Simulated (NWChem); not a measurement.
System: ZrO; SMILES [O]=[Zr]

```xyz
2

Zr     0.0000     0.0000    -0.2840
O      0.0000     0.0000     1.4518
```
Atoms are numbered in this order, from 1.

Level: PBE0-D3(BJ)/def2-TZVP with def2 effective core potentials on Zr (NWChem), optimised geometry, unscaled harmonic frequencies. def2 effective core potentials on Zr; no spin-orbit coupling.

List the harmonic frequencies with IR intensities, and the thermochemistry.


| frequency (cm⁻¹) | IR intensity (km/mol) |
|---|---|
| 940 | 181.5 |

* **zero-point energy**: 1.3 kcal/mol
* **thermal correction to the enthalpy at 298.15 K (with zero-point energy)**: 3.4 kcal/mol
* **heat capacity Cv**: 5.4 cal/(mol K)
* **entropy at 298.15 K and 1 atm (symmetry number 1)**: 54.3 cal/(mol K)

Rigid rotor and harmonic oscillator.
